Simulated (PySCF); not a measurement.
C2H8GeOSi, SMILES C[Si@H]1O[CH2][GeH2]1. Coordinates come from a PBE-D3(BJ)/def2-SVP optimisation. The structure was generated by enumeration; whether it is a known compound was not checked.

Q: Give the equilibrium geometry at PBE-D3(BJ)/def2-SVP (PySCF confirms it by a frequency run) as bond lengths and angles. (An estimate is asked for; the answer gives what the named calculation found.)

A: 
Atoms: C1 Si2 O3 C4 Ge5 H6 H7 H8 H9 H10 H11 H12 H13. Bonds (Å): C1–Si2 1.880, C1–H6 1.110, C1–H7 1.108, C1–H8 1.110, Si2–O3 1.715, Si2–Ge5 2.391, Si2–H9 1.510, O3–C4 1.441, C4–Ge5 2.032, C4–H10 1.112, C4–H11 1.112, Ge5–H12 1.555, Ge5–H13 1.554. Angles (°): Si2–C1–H6 110.2, Si2–C1–H7 111.3, Si2–C1–H8 110.2, H6–C1–H7 108.7, H6–C1–H8 107.9, H7–C1–H8 108.5, C1–Si2–O3 112.4, C1–Si2–Ge5 122.0, C1–Si2–H9 108.8, O3–Si2–Ge5 80.5, O3–Si2–H9 111.7, Ge5–Si2–H9 118.1, Si2–O3–C4 108.2, O3–C4–Ge5 100.8, O3–C4–H10 110.5, O3–C4–H11 110.9, Ge5–C4–H10 113.7, Ge5–C4–H11 112.7, H10–C4–H11 108.2, Si2–Ge5–C4 70.3, Si2–Ge5–H12 120.1, Si2–Ge5–H13 122.6, C4–Ge5–H12 114.5, C4–Ge5–H13 115.6, H12–Ge5–H13 108.7.
Charge 0, spin multiplicity 1.
